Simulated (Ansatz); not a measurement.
```yaml
crystal:
  periodic: [false, false, false]
  atoms:
    - {symbol: O, position_ang: [1.468174, 3.584066, -3.778036]}
    - {symbol: Sn, position_ang: [4.519587, 2.558432, -0.871481]}
    - {symbol: O, position_ang: [2.162957, -0.293484, 1.464308]}
    - {symbol: Si, position_ang: [-1.086956, -1.790032, 1.623892]}
    - {symbol: H, position_ang: [-0.406005, 2.624355, -3.552657]}
    - {symbol: H, position_ang: [-2.507749, -1.156050, 4.503047]}
    - {symbol: H, position_ang: [-3.059661, -0.619993, -0.739442]}
    - {symbol: H, position_ang: [-0.887509, -5.032693, 1.227169]}
basis:
  gaussian: {orbitals: def2-SVPD}
hamiltonian: {xc: {name: HF}}
correlation: {method: mp2}
accuracy: high
output: {forces: true}
```

```sh
$ ansatz run in.yaml --threads 4 --pin off --events-out ev --progress --plain --max-ram 10444MiB
```

Output, abridged:

```
Functional definition: HF
2752 factors; integrals over basis functions are off by at most 2.0e-8 eV
mean field evaluation 1: about -17730.0133 eV, gradient 9.4e1 eV
mean field evaluation 2: about -17730.0208 eV, gradient 9.4e1 eV
mean field evaluation 4: about -17694.2005 eV, gradient 1.0e2 eV
mean field evaluation 8: about -17761.3887 eV, gradient 7.0e0 eV
mean field evaluation 16: about -17765.7440 eV, gradient 4.8e-1 eV
mean field evaluation 64: about -17765.6917 eV, gradient 6.1e-1 eV
mean field evaluation 96: about -17765.7460 eV, gradient 1.1e-1 eV
mean field evaluation 128: about -17765.7922 eV, gradient 7.5e-3 eV
mean field evaluation 256: about -17765.7917 eV, gradient 1.4e-1 eV
mean field evaluation 288: about -17765.7920 eV, gradient 7.8e-2 eV
mean field evaluation 384: about -17765.7472 eV, gradient 8.0e-2 eV
mean field -17765.79217053 eV, -652.8808201804 hartree, gradient 6.7e-8 eV, S^2 0.000000; 23 other end points of the search recorded, 0 dependent functions left out; unrestricted orbitals would lower it
mean field evaluation 448: about -17781.4724 eV, gradient 6.8e-3 eV
unrestricted determinant -17781.47279868 eV, -653.4570726364 hartree, S^2 5.8595
11 core orbitals not correlated: weight in the atoms' cores, before any rotation towards them, 1.000 or more for the frozen orbitals, at most 0.000 for the correlated occupied ones
reference -17765.79217053 eV, -652.8808201804 hartree; 17, 17 occupied and 106, 106 virtual orbitals, 2752 factors
second order -17.81657798 eV of doubles, -0.00000000 eV of singles
Total energy: -17783.60874851 eV, -653.5355673448 hartree
Atom 0 at     1.468174     3.584066    -3.778036 Å, force    -2.293153    -1.455417     0.631528 eV/Å
Atom 1 at     4.519587     2.558432    -0.871481 Å, force    -0.398368     0.027915    -0.247029 eV/Å
Atom 2 at     2.162957    -0.293484     1.464308 Å, force     0.047954     0.040712    -0.025250 eV/Å
Atom 3 at    -1.086956    -1.790032     1.623892 Å, force    -0.638478    -0.786022     0.606328 eV/Å
Atom 4 at    -0.406005     2.624355    -3.552657 Å, force     2.724876     1.507175    -0.471105 eV/Å
Atom 5 at    -2.507749    -1.156050     4.503047 Å, force     0.558068    -0.309442    -1.045954 eV/Å
Atom 6 at    -3.059661    -0.619993    -0.739442 Å, force     0.074118    -0.229178     0.318623 eV/Å
Atom 7 at    -0.887509    -5.032693     1.227169 Å, force    -0.075018     1.204257     0.232859 eV/Å
Dipole moment:     2.095664     0.043650     1.070417 e Å
```

(1) What is wrong with this run?

## Answers

(1) The geometry is stretched to more than twice its size. The run converged. The result belongs to that input, not to the molecule as meant.
